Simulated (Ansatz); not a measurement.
C$_{3}$H$_{6}$O$_{3}$, charge -1, doublet, at a GFN2-xTB geometry (a state made from the parent by changing its charge; the spin is typed, not shown lowest) (a gas-phase anion, which may not be bound at this level); CAM-B3LYP/3-21G (Ansatz, a program for electronic structure).

The Ansatz input:
Ansatz 0.2 input:
```yaml
crystal:
  periodic: [false, false, false]
  atoms:
    - {symbol: C, position_ang: [1.86908909, -0.27599836, -0.68761294]}
    - {symbol: O, position_ang: [1.07798847, -0.60316654, 0.41237537]}
    - {symbol: C, position_ang: [-0.01183540, 0.34650925, 0.70298535]}
    - {symbol: O, position_ang: [0.06024219, 1.51643286, 0.21198255]}
    - {symbol: O, position_ang: [-1.24530684, -0.38149268, 0.62135395]}
    - {symbol: C, position_ang: [-1.78788964, -0.45297271, -0.67634249]}
    - {symbol: H, position_ang: [1.71721028, 0.78373111, -0.93425118]}
    - {symbol: H, position_ang: [2.92678385, -0.44249221, -0.44191098]}
    - {symbol: H, position_ang: [1.61292623, -0.88849507, -1.57068801]}
    - {symbol: H, position_ang: [-2.83692428, -0.75904479, -0.59427720]}
    - {symbol: H, position_ang: [-1.24878568, -1.18391595, -1.29919161]}
    - {symbol: H, position_ang: [-1.73078510, 0.53079867, -1.15955538]}
basis:
  gaussian:
    orbitals: 3-21G.json
hamiltonian:
  xc: cam_b3lyp
total_charge: -1
magnetization: {spin_polarized: true, initial_magnetization: 1}
```
The basis file holds 3-21G in the JSON format of the Basis Set Exchange.

Output, abridged:

```
Functional definition: CAM-B3LYP
760 factors; integrals over basis functions are off by at most 1.0e-3 eV
303 factors; integrals over basis functions are off by at most 5.9e-6 eV
mean field evaluation 1: about -9289.2906 eV, gradient 2.7e1 eV
mean field evaluation 2: about -9287.3817 eV, gradient 3.8e1 eV
mean field evaluation 4: about -9292.0399 eV, gradient 2.1e0 eV
mean field evaluation 8: about -9292.1652 eV, gradient 1.6e-1 eV
mean field evaluation 16: about -9292.1655 eV, gradient 3.8e-4 eV
mean field -9292.16551706 eV, -341.4807842960 hartree, gradient 5.4e-5 eV, S^2 0.752883; 0 other end points of the search recorded, 0 dependent functions left out
reference -9292.16560435 eV, -341.4807875039 hartree; 25, 24 occupied and 41, 42 virtual orbitals, 760 factors
Total energy: -9292.16560435 eV, -341.4807875039 hartree
```
